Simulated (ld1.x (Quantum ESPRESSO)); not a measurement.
# Reading a pseudo-wave (molybdenum (Mo))

Columns: radius, all-electron u(r) and pseudo u(r) of the 5s shell (level -17.70 eV) of molybdenum in the configuration [Kr] 4d4 5s0 5p0; PBE, scalar-relativistic, TM scheme, ld1.x (Quantum ESPRESSO) 7.5.

```tsv
r (bohr)	all-electron	pseudo
0.140	-0.0962	0.0141
0.280	0.1991	0.0291
0.420	0.1278	0.0457
0.560	-0.1052	0.0649
0.700	-0.2819	0.0877
0.840	-0.3436	0.1152
0.980	-0.3053	0.1485
1.120	-0.2017	0.1886
1.260	-0.0652	0.2361
1.400	0.0797	0.2909
1.540	0.2179	0.3518
1.680	0.3406	0.4163
1.820	0.4439	0.4811
1.960	0.5265	0.5416
2.100	0.5891	0.5937
2.240	0.6334	0.6342
2.380	0.6614	0.6614
2.520	0.6755	0.6754
2.660	0.6776	0.6776
2.800	0.6701	0.6701
2.940	0.6548	0.6548
3.080	0.6335	0.6335
3.220	0.6076	0.6076
3.360	0.5784	0.5784
3.500	0.5469	0.5469
3.640	0.5141	0.5141
```

Question: How many radial nodes do the two functions have?

Answer: The all-electron 5s function has n − l − 1 = 4 (the table is too coarse to show those close to the nucleus); the pseudo-wave has 0, since the states of the same l below it are removed with the core.

Question: At about which radius was the pseudo-wave matched?

Answer: 2.80 bohr. The columns agree to 0.0005 from 2.38 bohr on; several derivatives are matched, so the curves merge somewhat inside the radius.

Question: Is the pseudo-wave norm-conserving?

Answer: Yes: the TM scheme keeps the norm inside the radius equal to the all-electron one, which fixes the energy derivative of the logarithmic derivative at the level.
